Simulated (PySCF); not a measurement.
## NMR problem set

PySCF 2.14.0 with density-fitted response routines calculation with coordinates at the GFN2-xTB level and PBE0/pcSseg-1 with gauge-including orbitals; relativity neglected, one computed conformer, gas phase, rapidly exchanging positions averaged.

δ = σ(ref) − σ, references computed at the same level: TMS for ¹H, ¹³C. Where no couplings were computed, multiplicities follow the n + 1 count of equivalent neighbours, and m marks all less simple cases (inequivalent or close neighbours, rings, F or P nearby). Shifts are as computed. Against solution values, carbons near 30 ppm lie about +3 ppm off and those near 130 ppm about +5 ppm; carbons on Cl a further +6 ppm. Of 1211 compounds with measured shifts, 218 miss one by over three times the rms of a fit or turn the order of signals round; such compounds aren't used in these exercises. Carbons bonded to Cl come out too deshielded.

Task: C$_{4}$H$_{14}$Si$_{3}$. ¹H NMR (400 MHz, computed): δ 5.26 (br s, 1H), 4.95 (br s, 1H), 4.10 (s, 9H), 2.04 (s, 3H). ¹³C{¹H} NMR (computed): δ 154.9, 118.4, 27.7, 5.7. Identify the compound.

Result: `C=C(C)C([SiH3])([SiH3])[SiH3]`. The formula gives 1 degree of unsaturation (no ring in the answer). 4 carbon signals for 4 carbons: no two carbons are equivalent. Carbon types of the structure: 2 × C, 1 × CH2, 1 × CH3, leaving 9 H on heteroatoms. δC 154.9: fully substituted alkene carbon; an sp2 carbon of a C=C bond. δC 118.4: terminal =CH2 carbon; an sp2 carbon of a C=C bond. δC 27.7: allylic methyl carbon; saturated and bonded to C and H only. δH 5.26, 4.95: hydrogen on a terminal =CH2 carbon; olefinic region.

The shifts were computed for this structure.

Task: C$_{7}$H$_{4}$ClNO. ¹H NMR (400 MHz, computed): δ 8.09 (d, 1H), 7.89 (m, 1H), 7.88 (m, 1H), 7.71 (m, 1H). ¹³C{¹H} NMR (computed): δ 171.8 (C), 159.5 (C), 134.6 (CH), 128.8 (CH), 127.9 (C), 126.3 (CH), 115.6 (CH). Identify the compound.

Result: `Clc1noc2ccccc12`. Rings plus π bonds: 6 (2 rings in the answer). 7 carbon signals for 7 carbons: no two carbons are equivalent. Carbon types of the structure: 3 × C, 4 × CH, which accounts for all hydrogens. δC 171.8, 127.9: ring-fusion aromatic carbon. δC 159.5: aromatic carbon bearing chlorine. δC 134.6, 128.8, 126.3, 115.6: aromatic CH. δH 8.09, 7.89, 7.88, 7.71: hydrogen on an aromatic CH; the ring current deshields protons in the ring plane.

The data come from this structure; uniqueness wasn't tested.
